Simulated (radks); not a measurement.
Problem. All-electron atom: the gadolinium ion Gd2+ in [Xe] 4f6 5d1 6p1 (not the ground configuration). All-electron calculation, scalar-relativistic Kohn-Sham, PBE, spin-unpolarised, spherical densities, point nucleus. Program: a radial shooting solver on a logarithmic mesh with Libxc functionals. Some entries of the table are withheld. Estimate them.

orbital,occ.,eigenvalue (hartree),<r^2> (bohr^2)
1s,2,-1842.257,0.0006547
2s,2,-304.9844,0.01027
2p,6,-271.4859,0.008283
3s,2,-68.39542,0.06823
3p,6,-58.02010,0.06843
3d,10,-44.32937,0.05749
4s,2,(1),(2)
4p,6,-11.11829,0.3872
4d,10,-6.37686,(3)
5s,2,(4),1.906
5p,6,-1.75345,2.538
4f,6,-1.22423,0.8310
5d,1,-0.71887,5.313
6p,1,-0.46881,16.82

Solution. 
(1) 4s eigenvalue (hartree): -14.54550
(2) 4s <r^2> (bohr^2): 0.3436
(3) 4d <r^2> (bohr^2): 0.4634
(4) 5s eigenvalue (hartree): -2.61826
